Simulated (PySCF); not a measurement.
IO₃I, singlet: computed properties

All numbers come from PySCF, PBE0, basis I def2-SVP with ECP28, O def2-SVP (scalar-relativistic core potentials, no spin–orbit coupling, density fitting).

The structure is a minimum.

Coordinates in bohr (charge 0 multiplicity 1):
```
I     0.0000   -1.8686    0.8444
O     0.0017   -3.9781   -1.8074
O     2.8443   -1.9481    2.6846
O    -2.8460   -1.9493    2.6819
I     0.0000    2.8651   -1.2948
```

| Property | Result |
| --- | --- |
| Point group | C3v |
| Bond lengths | I–I 2.749 Å, I–O 1.793 Å (×3) |
| Bond angles | I–I–O 104.2° (×3), O–I–O 114.2° (×3) |
| Heat capacity Cp at 298.15 K | 85.7 J/(mol K) |
| Zero-point energy | 23.1 kJ/mol |
| Rotational symmetry number | 3 |
| Entropy at 298.15 K and 1 bar | 350.4 J/(mol K) |
| Lowest empty level | -5.23 eV |
| Rotational constants | 0.1162, 0.02462, 0.02462 cm⁻¹ |
| Highest occupied level | -9.00 eV |
| Principal quadrupole moments (Buckingham, traceless) about the centre of mass | -4.07, -4.07, 8.14 D Å |
| Principal polarisabilities | 53.0, 53.0, 103.0 bohr³ |
| Enthalpy at 298.15 K above 0 K | 19.10 kJ/mol |
| Dipole moment | 2.80 D |
| Atomisation energy without zero-point energy | 588 kJ/mol |

Harmonic modes (masses in u: I 126.904, O 15.995):
| symmetry | ω (cm⁻¹) | IR (km/mol, summed over degenerate members) | type |
| --- | --- | --- | --- |
| e | 137 | 2.4 | bend |
| a1 | 166 | 0.4 | stretch |
| e | 268 | 46.1 | bend |
| a1 | 285 | 101 | bend |
| a1 | 826 | 29.1 | stretch |
| e | 885 | 96.2 | stretch |

In C3v the vibrations span 3e + 3a1.

Charges (e):
```tsv
atom	Mulliken	Löwdin	polar tensor	Mayer order to I1
I1	1.50	1.57	1.92	–
O2,3,4	-0.49	-0.52	-0.56	1.46
I5	-0.01	-0.02	-0.24	0.71
```

Mulliken populations on I1 (electrons outside its core potential): s 3.60, p 9.14, d 10.76.

Only a few start shapes were tried, so a lower isomer may exist.

The final relaxation and frequency run took 92 s on 2 threads of a shared Arm Neoverse N1 host, with 94 basis functions and 12 gradients; the process peaked at 1.2 GiB. Launch command: `OMP_NUM_THREADS=2 python axn.py task.json out`.
